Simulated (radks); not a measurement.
Results of a calculation; reference values are marked as such.
Initial-state core-level shifts of the iron ion Fe+ when its valence configuration changes from [Ar] 3d6 4s1. Level of theory: scalar-relativistic Kohn-Sham, SCAN, spin-polarised, spherical densities, finite nucleus; open shells are filled with parallel spins first; meta-GGA in the generalised Kohn-Sham scheme; Fermi nuclear charge, rms radius 3.7377 fm (a radial shooting solver on a logarithmic mesh with Libxc functionals). Shifts are changes of the shell-averaged eigenvalues in eV (positive: less bound); the change of the density at the nucleus, which sets a Mossbauer isomer shift, is in e/bohr^3, on a base of 1.52e+04.

valence               1s       2s       2p       3s  density at nucleus
3d6 4p1           -1.433   -1.313   -1.315   -1.456              -8.306
3d5 4s1 4p1       -7.620   -8.392   -8.342   -7.307              +3.217
3d4 4s2 4p1      -16.557  -18.382  -18.277  -15.459             +16.520
3d6.5 4s0.5       +2.670   +3.029   +3.004   +2.643              -5.233
3d4 4s1.5 4p1.5  -17.031  -18.869  -18.760  -15.924             +12.059
3d5.5 4s0.5 4p1   -4.377   -4.682   -4.658   -4.287              -3.038
3d4 4s1 4p2      -17.334  -19.199  -19.084  -16.236              +7.798
